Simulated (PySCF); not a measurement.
CH10FNSi3, SMILES C[Si@H](N[SiH3])[SiH2]F. Atoms are numbered in the order given.

```xyz
16

C     -1.6639     1.9829    -0.6795
Si    -0.4944     1.0347     0.4555
N      1.1593     0.9950    -0.1158
Si     1.9401    -0.1957    -1.1257
Si    -1.2297    -1.1969     0.6776
F      0.1009    -2.1214     0.9495
H     -1.3320     3.0274    -0.7981
H     -2.6893     1.9955    -0.2730
H     -1.6965     1.5205    -1.6792
H     -0.4952     1.6929     1.7988
H      1.7546     1.7447     0.2311
H      2.6941     0.4688    -2.2319
H      0.8581    -1.0360    -1.7108
H      2.9022    -1.0662    -0.3892
H     -2.1543    -1.3845     1.8348
H     -1.9045    -1.7213    -0.5461
```
Charge 0, spin multiplicity 1.

Geometry: B3LYP-D3(BJ)/def2-SVP. The structure was generated by enumeration; whether it is a known compound was not checked. The values are those of a single conformer.

Two levels are set side by side: PBE/pcSseg-1 (PySCF) and PBE0/pcSseg-1 (PySCF). GIAO shifts against CFCl3 (¹⁹F), NH3 (¹⁵N), TMS (²⁹Si), TMS (¹H), TMS (¹³C) at the same level; non-relativistic, no solvent, atoms listed together averaged. Differences are taken from unrounded values.

```tsv
quantity	PBE0	PBE	PBE minus PBE0
δ(¹³C) of C1 (ppm)	3.6	3.9	0.3
δ(²⁹Si) of Si2 (ppm)	-22.9	-23.0	-0.1
δ(¹⁵N) of N3 (ppm)	3.1	10.0	6.8
δ(²⁹Si) of Si4 (ppm)	-47.3	-49.5	-2.3
δ(²⁹Si) of Si5 (ppm)	4.7	5.6	0.8
δ(¹⁹F) of F6 (ppm)	-269.1	-293.5	-24.4
δ(¹H) of H10 (ppm)	5.24	5.44	0.20
δ(¹H) of H11 (ppm)	-0.11	-0.12	0.00
δ(¹H) of H15, H16 (ppm)	5.80	6.04	0.24
```

Rough cost on one machine, each run with all the roots and properties that it gave: PBE0 against PBE within a factor of 2.
